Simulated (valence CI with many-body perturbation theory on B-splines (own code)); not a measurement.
Results of a calculation; reference values are marked as such.
# From CI to CI+MBPT in Cs49+

Level of theory: valence CI with perturbative core correlation (CI+MBPT): four valence electrons over a frozen Dirac-Fock core [He], a basis of 11 s, 11 p, 9 d, 7 f, 5 g, 2 h, 1 i functions for each j, with the one-electron correlation potential Σ1, the two-electron term Σ2, the three-electron term Σ3, Breit, model QED; selected CI, second order for the rest (own B-spline code, finite nucleus).

No measured spectrum was set against this ion. As an estimate, large intervals hold to a few tenths of a per cent, small ones and those within an open d or f shell to about a per cent. Among the levels kept, up to 280 cm⁻¹ of a level comes from second order outside the variational space, and about a tenth of that is noise between levels of different J, which matters for small intervals.

Each rung adds one term. CI alone is the Dirac-Coulomb CI over the frozen core; QED comes last and gives the full result, which names the levels. Energies are above (2s^2 2p1/2^2) J=0 on the same rung, in Ry.

Levels are named by their leading jj configuration (3d3/2^4 stands for four electrons in 3d with j = 3/2), which in mixed levels can hold well under half, so a name can repeat and another be missing. Letters in brackets count levels of one name in rising energy.

| Level | CI alone | Σ1 | Σ2 | Σ3 | Breit | QED | Full |
| --- | --- | --- | --- | --- | --- | --- | --- |
| (2s^2 2p1/2 2p3/2) J=1 | 27.01 | +0.007 | -0.004 | +0.001 | -0.480 | +0.052 | 26.59 |
| (2s^2 2p1/2 2p3/2) J=2 | 28.42 | +0.008 | -0.003 | -0.001 | -0.718 | +0.052 | 27.75 |
| (2s 2p1/2^2 2p3/2) J=2 | 41.23 | -0.011 | -0.013 | -0.002 | -0.171 | -0.415 | 40.62 |
| (2s 2p1/2^2 2p3/2) J=1 | 45.72 | -0.011 | -0.023 | -0.007 | -0.080 | -0.418 | 45.18 |
| (2s^2 2p3/2^2) J=2 | 56.25 | +0.015 | -0.003 | -0.001 | -1.067 | +0.096 | 55.29 |
| (2s^2 2p3/2^2) J=0 | 59.05 | +0.015 | +0.005 | -0.005 | -0.814 | +0.093 | 58.34 |
| (2s 2p1/2 2p3/2^2) J=2 [a] | 66.92 | -0.004 | -0.012 | -0.001 | -0.564 | -0.366 | 65.97 |
| (2s 2p1/2 2p3/2^2) J=3 | 69.89 | -0.004 | -0.013 | -0.003 | -0.921 | -0.366 | 68.58 |
| (2s 2p1/2 2p3/2^2) J=0 | 72.17 | -0.003 | -0.008 | -0.005 | -0.389 | -0.367 | 71.39 |
| (2s 2p1/2 2p3/2^2) J=1 [a] | 73.46 | -0.004 | -0.027 | -0.008 | -0.536 | -0.368 | 72.51 |
| (2s 2p1/2 2p3/2^2) J=2 [b] | 74.44 | -0.004 | -0.026 | -0.009 | -0.770 | -0.368 | 73.27 |
| (2s 2p1/2 2p3/2^2) J=1 [b] | 74.43 | -0.004 | -0.020 | -0.008 | -0.511 | -0.368 | 73.52 |
| (2p1/2^2 2p3/2^2) J=2 | 89.44 | -0.022 | -0.043 | -0.011 | -0.196 | -0.828 | 88.34 |
| (2p1/2^2 2p3/2^2) J=0 | 92.49 | -0.022 | -0.039 | -0.012 | +0.066 | -0.827 | 91.65 |
| (2s 2p3/2^3) J=2 | 99.36 | +0.004 | -0.013 | -0.005 | -1.044 | -0.317 | 97.99 |
| (2s 2p3/2^3) J=1 | 103.62 | +0.004 | -0.025 | -0.010 | -0.986 | -0.319 | 102.29 |
| (2p1/2 2p3/2^3) J=1 | 117.00 | -0.015 | -0.040 | -0.011 | -0.515 | -0.786 | 115.64 |
| (2p1/2 2p3/2^3) J=2 | 118.45 | -0.015 | -0.037 | -0.011 | -0.746 | -0.787 | 116.85 |
| (2p3/2^4) J=0 | 147.54 | -0.007 | -0.034 | -0.011 | -0.925 | -0.736 | 145.82 |

The middle columns are the shifts that each term adds.

(1) How does the ionisation energy move along the ladder, and which term matters most?

Results:

(1) CI alone 9365.3, + Σ1 9365.7, + Σ2 9365.6, + Σ3 9365.6, + Breit 9351.3, + QED 9351.5 eV. The largest step is Breit, -14.3 eV. NIST lists 9350 ± 4 eV (theoretical).
